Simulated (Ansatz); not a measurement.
Two members of one family (Series (HMgX)2), computed with Ansatz in the gas phase. The two geometries come from different levels. Binding counts from free atoms in the multiplicity of their measured ground term, without zero-point energy. A dash marks a value that wasn't run or was left out as unsound. The structures are stationary points that may keep the symmetry of their start. Remarks come from the PBE and PBE0 runs and from stability tests at other levels; not every state was tested. HOMO above LUMO (over both spins in singlets and doublets, within one spin in higher multiplets; at PBE or PBE0), or a gap under 0.15 eV within one spin, warns that the state may not be the lowest or that an electron is smeared out.

First: (HMg-mu-F)2 (singlet, charge 0, PBE0-D4/def2-TZVP geometry).

```xyz
6

Mg    1.026   -1.019   -0.054
H     2.229   -2.207   -0.111
F    -0.772   -0.807    0.558
Mg   -1.027    1.018    0.051
H    -2.226    2.210    0.117
F     0.770    0.805   -0.562
```

```tsv
level	HOMO (eV)	LUMO (eV)	gap (eV)	vertical IE (eV)	vertical triplet (eV)	binding per atom (eV)
PBE-D4/def2-SVP	-6.54	-1.59	4.94	–	–	3.02
r2SCAN-D4/def2-TZVP	-6.78	-1.22	5.56	9.38	5.13	2.99
B3LYP-D4/6-31G	-7.67	-1.12	6.55	–	–	2.81
PBE0-D4/def2-SVP	-7.73	-0.87	6.87	–	–	2.94
PBE0-D4/def2-TZVP	-7.74	-0.99	6.75	9.70	5.39	2.86
```

Remarks: gap within one spin near zero at PBE or PBE0 (+1 doublet), gap within one spin near zero at PBE or PBE0 (triplet).

Second: (HMg-mu-Cl)2 (singlet, charge 0, PBE0-D4/def2-SVP geometry).

Cartesian coordinates in Å:
```
Mg 1.0289 -1.2976 0.3280
H 2.0518 -2.5974 0.6583
Cl 0.4194 0.7110 1.4961
Mg -1.0276 1.2984 -0.3286
H -2.0586 2.5932 -0.6543
Cl -0.4139 -0.7076 -1.4995
```

Q: What does the change do? Estimate second minus first.

A: 
| level | Δ HOMO (eV) | Δ LUMO (eV) | Δ gap (eV) | Δ vertical IE (eV) | Δ vertical triplet (eV) | Δ binding per atom (eV) |
| --- | --- | --- | --- | --- | --- | --- |
| PBE-D4/def2-SVP | -0.05 | 0.02 | 0.07 | – | – | -0.59 |
| r2SCAN-D4/def2-TZVP | -0.06 | 0.06 | 0.12 | -0.06 | 0.16 | -0.52 |
| B3LYP-D4/6-31G | -0.19 | -0.33 | -0.14 | – | – | -0.62 |
| PBE0-D4/def2-SVP | -0.05 | -0.02 | 0.03 | – | – | -0.52 |
| PBE0-D4/def2-TZVP | -0.05 | 0.06 | 0.10 | -0.06 | 0.03 | -0.49 |
